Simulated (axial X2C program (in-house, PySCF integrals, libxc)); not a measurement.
Correcting the dissociation energy of RbS for spin–orbit coupling

A spin-free CCSD(T) curve (one-electron X2C) was computed with an in-house all-electron X2C program for linear molecules (integrals from PySCF), basis Rb dyall-cv3z [12s13p8d4f1g], S dyall-av3z [9s8p3d2f] (cores contracted in-house), for the state M_S = 1/2, Λ = 1 (beyond evenly filled blocks: π+α, π+β, π-α). It gives D0 = 2.524 eV to Rb + S, which in a spin-free picture are the weighted means of the ground terms.

Correlated methods: 15 electrons correlated (number of frozen shells: Rb 3 s, 2 p, 1 d; S 2 s, 1 p), 261 virtual spin orbitals or spinors in MP2, 90 natural virtuals in coupled cluster.

Measured levels of the ground terms (NIST Handbook of Basic Atomic Spectroscopic Data), in cm⁻¹: Rb 2S: J = 1/2 at 0; S 3P: J = 2 at 0, J = 1 at 396.1, J = 0 at 573.6.

The two components of the molecular doublet are 337 cm⁻¹ apart in the PBE0 2c search (Ω = 3/2 lower), so the lower one lies 168 cm⁻¹ under their mean.

(1) How far does each ground level lie under the (2J+1)-weighted mean of its term?

(2) Correct D0.

Second-order spin–orbit effects in the molecule, which grow quickly with Z, are left out. The state is one determinant whose occupation by symmetry is held fixed; it was picked as the lowest of a PBE0 search that is not exhaustive. De is counted from the lowest determinant-based energies of the atoms at the same level, without counterpoise correction. CCSD and (T) use frozen natural virtuals with an MP2 correction for the truncation; (T) itself is uncorrected, so its De runs slightly low. PBE0 can misorder states that lie within some tenths of an eV, so this need not be the ground state of the molecule. The nearest other spin-free determinant of the search, M_S = 1/2, Λ = 0, lies 0.17 eV up at the distance of the search.

## Answers

(1) Rb: a single level, 0; S: (5 × 0 + 3 × 396.1 + 1 × 573.6)/9 = 196 cm⁻¹.

(2) D0 = 2.524 + (168 − 196)/8065.5 = 2.521 eV at CCSD(T) with these spin–orbit terms. The direct two-component run gives 2.520 eV; the difference holds second-order terms in the molecule, scalar two-electron terms, the gap between measured and computed atomic splittings (a 2c atom can miss part of its lowering) and, in coupled cluster, the truncation of each run.
